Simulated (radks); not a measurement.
Results of a calculation; reference values are marked as such.
Excited configurations of Cu17+: one electron is placed in a higher orbital outside [Ne] 3s1. The ground configuration is [Ne] 3s2. Code: a radial shooting solver on a logarithmic mesh with Libxc functionals. Model: scalar-relativistic Kohn-Sham, PBE, spin-unpolarised, spherical densities, point nucleus. Excitation = E - E(ground); binding = E(ion) - E, where the ion is the core of charge +18; n* = 18/sqrt(2 binding) in atomic units. These energies are relativistic, and a one-electron ion of charge +18 with no core already has n* below n in this formula (scalar-relativistic equation, point nucleus: 4p 3.996, 4d 3.998, 5f 4.999, 7s 6.992, 7f 6.998).

4p: excitation (eV) 319.09; binding (eV) 314.84; n* 3.742; eigenvalue (eV) -305.99; <r> (bohr) 1.119
4d: excitation (eV) 341.41; binding (eV) 292.52; n* 3.882; eigenvalue (eV) -283.13; <r> (bohr) 1.091
5f: excitation (eV) 454.10; binding (eV) 179.83; n* 4.951; eigenvalue (eV) -174.26; <r> (bohr) 1.713
7s: excitation (eV) 533.46; binding (eV) 100.47; n* 6.624; eigenvalue (eV) -98.137; <r> (bohr) 3.670
7f: excitation (eV) 542.11; binding (eV) 91.819; n* 6.929; eigenvalue (eV) -89.400; <r> (bohr) 3.680

The Delta-SCF ionisation energy is 633.93 eV (NIST Atomic Spectra Database: 633 eV, semi-empirical). Self-interaction in the functional shifts the binding energies and quantum defects, so they are the method's values and not measured ones. Spin polarisation and multiplet splitting are left out, so open shells lie too high by an amount that depends on their filling.

Beside tabulated values, note that spin-unpolarised runs miss the spin-polarisation part of the exchange energy of open shells.
